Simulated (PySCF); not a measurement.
C₄H₁₂O₃Sn, triplet, at the geometry of the source list (a higher spin typed on purpose: for a closed-shell molecule this is an excited state) (all electrons, no relativity); PySCF with SVWN5/STO-3G.

PySCF was given this input:
```python
from pyscf import gto, scf, dft

mol = gto.Mole()
mol.atom = '''
    C    -3.317500   -0.053900    0.267700
    C    -2.086300   -0.645600   -0.406200
    C    -0.806300    0.046200    0.066500
    C     0.399800   -0.567300   -0.608800
    Sn    2.261200    0.338600    0.063000
    O     2.260100    2.249700   -0.329200
    O     2.477400    0.201800    2.006000
    O     4.052700   -0.249200   -0.570800
    H    -4.216600   -0.570200   -0.061400
    H    -3.416600    1.000900    0.022400
    H    -3.242200   -0.148400    1.348700
    H    -2.025500   -1.713000   -0.180000
    H    -2.177300   -0.539900   -1.490000
    H    -0.862400    1.110200   -0.164600
    H    -0.721200   -0.055200    1.149000
    H     0.481300   -1.630900   -0.382600
    H     0.361800   -0.432500   -1.689400
    H     3.109100    2.676200   -0.208000
    H     3.374100    0.014600    2.286500
    H     4.094400   -1.031900   -1.118900
'''
mol.basis = 'sto-3g'
mol.charge = 0
mol.spin = 2
mol.verbose = 3
mol.build()

mf = dft.UKS(mol)
mf.xc = 'lda,vwn'
mf.kernel()
mf.analyze()
```

**Question.** Write the output that PySCF gives for this input, abridged.

**Answer.** 
```
SCF not converged.
SCF energy = -6336.4051090617 after 50 cycles  <S^2> = 2.0023722  2S+1 = 3.0015811
**** MO energy ****
                             alpha | beta                alpha | beta
[...]
To work with the spin densities directly, `use mulliken_meta_spin()` only printing them here.

 ** Mulliken spin pop alpha/beta on meta-lowdin orthogonal AOs **
 ** Mulliken Spin Density (per atom)  **
spin density of  0 C =      0.00211
spin density of  1 C =      0.00559
spin density of  2 C =     -0.00432
spin density of  3 C =      0.21956
spin density of  4 Sn =      0.34454
spin density of  5 O =      0.91022
spin density of  6 O =      0.17601
spin density of  7 O =      0.33744
spin density of  8 H =      0.00027
spin density of  9 H =     -0.00005
spin density of  10 H =     -0.00004
spin density of  11 H =     -0.00011
spin density of  12 H =     -0.00010
spin density of  13 H =      0.00147
spin density of  14 H =      0.00184
spin density of  15 H =     -0.00689
spin density of  16 H =     -0.00676
spin density of  17 H =      0.00194
spin density of  18 H =      0.00126
spin density of  19 H =      0.01603
 ** Mulliken pop alpha/beta on meta-lowdin orthogonal AOs **
 ** Mulliken atomic charges   ( Nelec_alpha | Nelec_beta ) **
charge of  0C =     -0.18530  (     3.09371      3.09160 )
charge of  1C =     -0.10384  (     3.05472      3.04912 )
charge of  2C =     -0.10714  (     3.05141      3.05573 )
charge of  3C =     -0.26016  (     3.23986      3.02030 )
charge of  4Sn =      0.46482  (    24.93986     24.59532 )
charge of  5O =      0.29157  (     4.30933      3.39911 )
charge of  6O =     -0.50680  (     4.34141      4.16539 )
charge of  7O =     -0.43582  (     4.38663      4.04919 )
charge of  8H =      0.05643  (     0.47192      0.47165 )
charge of  9H =      0.05699  (     0.47148      0.47153 )
charge of  10H =      0.05684  (     0.47156      0.47160 )
charge of  11H =      0.05092  (     0.47448      0.47459 )
charge of  12H =      0.05123  (     0.47434      0.47444 )
charge of  13H =      0.04839  (     0.47654      0.47507 )
charge of  14H =      0.04722  (     0.47731      0.47547 )
charge of  15H =      0.03792  (     0.47759      0.48448 )
charge of  16H =      0.03862  (     0.47731      0.48407 )
charge of  17H =      0.13405  (     0.43394      0.43201 )
charge of  18H =      0.13804  (     0.43161      0.43035 )
charge of  19H =      0.12601  (     0.44501      0.42898 )
Dipole moment(X, Y, Z, Debye):  0.67363,  5.18090, -2.83026
```

The run did not converge; its last values are not results.
